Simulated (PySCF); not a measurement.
Compound: 4-chlorobenzyl alcohol, C7H7ClO.
InChI=1S/C7H7ClO/c8-7-3-1-6(5-9)2-4-7/h1-4,9H,5H2

Computed with PySCF at CAM-B3LYP/def2-SVPD, non-relativistic, on one gas-phase PBE0-D3(BJ)/def2-SVP geometry that isn't relaxed in the solvent. The solvent is an IEF-PCM continuum (cavity from Bondi-type radii × 1.2), and excitations are vertical TDDFT with non-equilibrium linear response and a frozen core. Specific hydrogen bonds and non-electrostatic terms are outside this model.

Gas-phase singlets (H = HOMO, L = LUMO):

| state | E (eV) | λ (nm) | f | leading configurations |
| --- | --- | --- | --- | --- |
| S1 | 5.203 | 238 | 0.005 | H→L+1 38%, H→L 32% |
| S2 | 5.792 | 214 | 0.157 | H→L 44%, H→L+1 36% |
| S3 | 6.545 | 189 | 0.005 | H→L+2 46%, H→L+3 31% |
| S4 | 6.732 | 184 | 0.306 | H-1→L 47%, H→L+1 19% |
| S5 | 6.782 | 183 | 0.553 | H-1→L+1 50%, H→L 13% |

Give the list for benzene (ε = 2.271), n² = 2.25.

```json
{"state": "S1", "E (eV)": "5.212", "λ (nm)": "238", "f": "0.008", "leading configurations": "H→L+1 62%, H-1→L 25%", "change by rank (eV)": "+0.009"}
{"state": "S2", "E (eV)": "5.749", "λ (nm)": "216", "f": "0.230", "leading configurations": "H→L 74%, H-1→L+1 13%", "change by rank (eV)": "-0.043"}
{"state": "S3", "E (eV)": "6.541", "λ (nm)": "190", "f": "0.104", "leading configurations": "H→L+2 37%, H→L+3 24%", "change by rank (eV)": "-0.004"}
{"state": "S4", "E (eV)": "6.578", "λ (nm)": "188", "f": "0.372", "leading configurations": "H-1→L 47%, H→L+1 19%", "change by rank (eV)": "-0.154"}
{"state": "S5", "E (eV)": "6.624", "λ (nm)": "187", "f": "0.820", "leading configurations": "H-1→L+1 74%, H→L 13%", "change by rank (eV)": "-0.158"}
```

What are the lowest 5 singlets in tetrahydrofuran (ε = 7.426)?

```tsv
state	E (eV)	λ (nm)	f	leading configurations	change by rank (eV)
S1	5.228	237	0.006	H→L+1 68%, H-1→L 29%	+0.025
S2	5.771	215	0.214	H→L 82%, H-1→L+1 15%	-0.021
S3	6.550	189	0.029	H→L+2 44%, H→L+3 25%	+0.005
S4	6.607	188	0.416	H-1→L 62%, H→L+1 27%	-0.125
S5	6.661	186	0.821	H-1→L+1 79%, H→L 14%	-0.121
```

The ground-state energy changes by -0.225 eV from gas to tetrahydrofuran. By how much does the total energy of gas-phase S5 change?

E(S5) = E(S0) + excitation energy, so it changes by -0.225 − 0.121 = -0.346 eV: it is lowered more than the ground state, which is what a red shift means. This is the vertical state, with the slow part of the continuum still set for S0.

How do the frontier levels move from gas to tetrahydrofuran?

```
orbital  gas (eV)  solvent (eV)  change (eV)
 LUMO+2      1.11          1.34        +0.23
 LUMO+1      0.33          0.47        +0.14
   LUMO      0.31          0.44        +0.13
   HOMO     -8.28         -8.20        +0.08
 HOMO-1     -9.01         -8.87        +0.14
 HOMO-2     -9.94         -9.81        +0.13
 HOMO-3    -10.43        -10.49        -0.06
```

The HOMO–LUMO gap goes from 8.59 to 8.64 eV. Rows go by rank; for LUMO, LUMO+1 and LUMO+2 the atom shares or the degeneracy differ between the runs, so the row needn't follow one orbital.

Conformer computed: `[OH:1][CH2:2][c:3]1[cH:4][cH:5][c:6]([Cl:7])[cH:8][cH:9]1`: O1–C2–C3–C4 153°, H–O1–C2–C3 -58°.
